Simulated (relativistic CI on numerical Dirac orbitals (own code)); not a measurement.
Hf23+: q coefficients and field-shift factors

Computed by Dirac-Coulomb-Breit CI, KLI orbitals optimised for each configuration, derivatives by finite differences, unscaled Slater integrals, QED left out (own radial code, finite nucleus).

CI space (outside the closed core [Kr] 4d10): 4f³, 4f²5s, 4f5s², 4f²5p, 4f5s5p, 4f5p², 4f²5d, 4f5s5d. Levels of other configurations are missing.

With x = (α/α₀)² − 1 an excitation energy changes as ω = ω₀ + qx; K = 2q/ω₀ is the relative enhancement. Terms are leading LS components, so labels can repeat. The field-shift factor is F = δν/δ⟨r²⟩ for the transition from the lowest level.

Lowest level 4f³ ⁴I°9/2.

```tsv
Level	ω₀ (cm⁻¹)	q (cm⁻¹)	K	F (GHz/fm²)
4f³ ⁴I°11/2	15390.9	17030	2.21	0.683
4f³ ⁴I°13/2	29262.4	29070	1.99	1.19
4f³ ⁴F°3/2	36605.7	2453	0.134	0.378
4f³ ²H°9/2	41241.7	12610	0.612	0.755
4f³ ⁴I°15/2	41794.0	37540	1.8	1.58
4f³ ⁴F°5/2	46820.8	15000	0.641	0.873
4f³ ⁴S°3/2	50852.1	17860	0.702	0.994
4f³ ⁴F°7/2	51413.5	18160	0.706	1.02
4f³ ⁴G°5/2	56315.2	8746	0.311	0.753
4f³ ⁴G°7/2	62334.7	21460	0.688	1.21
4f³ ⁴F°9/2	62581.4	32870	1.05	1.59
4f³ ²H°11/2	64275.4	32220	1	1.59
4f³ ²K°13/2	65399.1	22420	0.686	1.28
4f³ ²G°7/2	73167.7	32120	0.878	1.65
4f³ ²D°3/2	74698.1	26380	0.706	1.47
4f³ ⁴G°9/2	76495.6	31020	0.811	1.65
4f³ ²K°15/2	76988.8	28800	0.748	1.59
4f³ ²P°1/2	79098.1	19930	0.504	1.3
4f³ ²D°5/2	85153.3	24530	0.576	1.5
4f³ ⁴G°11/2	86178.6	31930	0.741	1.76
4f³ ²G°9/2	90418.3	49860	1.1	2.37
4f³ ⁴D°3/2	92703.2	17830	0.385	1.35
4f³ ⁴D°5/2	93160.8	21010	0.451	1.46
```

At this charge energies of transitions that change n are usually good to better than 1 %, and those within a shell (Δn = 0) to a few per cent. Terms inside the open d or f shell come out 10 to 20 % too wide with unscaled integrals.
